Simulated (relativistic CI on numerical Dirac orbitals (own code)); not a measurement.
## P³⁺: sensitivity of the levels to the model

Base calculation: Dirac-Coulomb-Breit CI, orbitals from a KLI potential per configuration, model QED (radiative potential, 1s self-energy scaled to tabulated hydrogen-like ionisation energies), valence Slater integrals scaled by 0.85, P86 correlation energy added to each configuration.

CI space (outside the closed core [Ne]): 3s2, 3s.3p, 3p2, 3s.3d, 3d2, 3p.3d, 3s.4s, 3p.4s, 3s.4p, 3s.4d, 3s.4f, 3s.5s, 3d.4s, 3s.5p, 3s.5d, 3s.5f, 4s2, 3s.5g, 3s.6s, 3s.6p, 3s.6d. Levels of other configurations are missing.

Variants: (1) self-excluded LDA correlation estimate; (2) valence Slater integrals scaled by 0.75; (3) one mean potential for all configurations; (4) non-relativistic limit. Shifts of the energy above 3s2 1S_0, in cm⁻¹, for the lowest level and the first level of each name with at least 55 % of one term (blank where a level changes its place among those of its configuration and J or its character, or is not in the variant):

```
      Level      Base     Δ(1)     Δ(2)    Δ(3)     Δ(4)  Measured
   3s2 1S_0       0.0      0.0      0.0     0.0      0.0       0.0
3s.3p 3P°_0   66352.4   +136.1    +10.1   +57.8   -355.1   67918.0
3s.3p 3P°_1   66572.4   +136.1     +8.5   +57.8   -575.1   68146.5
3s.3p 3P°_2   67025.1   +136.1     +6.1   +57.7  -1027.8   68615.2
3s.3p 1P°_1  102276.3   +171.1  -3574.6  +229.9   -847.5          
   3p2 1D_2  157957.2   +430.6   +820.4   +14.5  -1488.6  158141.8
   3p2 3P_0  163706.8   +351.3   -517.7   +87.4  -1240.8  164941.4
   3p2 3P_1  163943.2   +351.3   -516.1   +87.7  -1477.2  165185.4
   3p2 3P_2  164399.5   +351.5   -513.2   +88.2  -1933.5  165654.0
 3s.3d 3D_3  189277.2   +640.9  -1002.6   +43.7   -946.6          
 3s.3d 3D_2  189281.4   +640.9  -1002.5   +42.9   -950.8          
 3s.3d 3D_1  189285.6   +640.9  -1002.4   +42.3   -955.0          
   3p2 1S_0  192688.1   +378.9  -3739.2  +124.1  -1692.2  194591.8
 3s.3d 1D_2  219325.5   +648.5  -4897.4  +137.8  -1119.1  219153.9
 3s.4s 3S_1  227210.2  +4536.5  -1220.9  +580.4   -539.8  226898.1
 3s.4s 1S_0  235264.5  +4527.1  -2228.4  +635.2   -558.0  233998.0
3s.4p 3P°_0  256373.0  +4964.5  -1279.1  +666.9   -658.5          
3s.4p 3P°_1  256435.6  +4964.4  -1279.1  +666.8   -721.2          
3s.4p 3P°_2  256577.9  +4964.6  -1279.2  +666.3   -863.5          
3s.4p 1P°_1  258008.2  +4899.4  -1187.2  +658.8   -851.9  257522.7
3p.3d 3F°_2  262038.5   +814.1   +390.0  +445.7  -1521.5  262005.3
3p.3d 3F°_3  262276.2   +814.2   +391.2  +449.2  -1759.1
```

Correlation outside the listed configurations is missing or only estimated: errors of thousands of cm⁻¹ between configurations and terms are usual at this charge. Rates and lifetimes follow the computed energies and can be off by large factors. The fine structure of a lone outer electron comes out too small, for d and f at times inverted, and misplaced configurations move strength between like terms. 25 of the 26 excited levels that our extract of the measured tables holds in this range could be paired (the sources list more); they are missed by 918 cm⁻¹ on average and 1904 at most, and levels without a partner can miss by more.

Measured levels: Martin, Zalubas and Musgrove, J. Phys. Chem. Ref. Data 14, 751 (1985).

Ionisation energy from the two ground configurations alone: base 50.74 eV; self-excluded LDA correlation estimate 51.36 eV. The NIST ASD value (measured) is 51.4439 eV.
